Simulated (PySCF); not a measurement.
Gas-phase reaction: GaH + H2O + O2 → Ga(OH)3

Energies from PySCF, thermal terms from the rigid-rotor harmonic-oscillator model, ideal gas at 1 bar. † marks an energy on the PBE0/def2-TZVP geometry and frequencies; other levels use their own. 6-31G* has spherical d functions here. Open shells (unrestricted): O2 (multiplicity 3); the rest are closed-shell singlets. B3LYP is the form with VWN-RPA correlation. Ga: all electrons, no relativistic terms. GaH, Ga(OH)3: computed as isolated molecules; such fragments, hydroxides, amides, oligomers or adducts are transient or little studied in the gas.

```csv
level,"ΔH°(298 K), kJ"
B3LYP/6-31G*,-602
M06-2X/def2-TZVP†,-731
PBE/def2-SVP,-639
PBE/def2-TZVP†,[?]
LDA/def2-TZVP†,[?]
```

What belongs in the gaps?


- PBE/def2-TZVP†, ΔH°(298 K), kJ: -644
- LDA/def2-TZVP†, ΔH°(298 K), kJ: -747
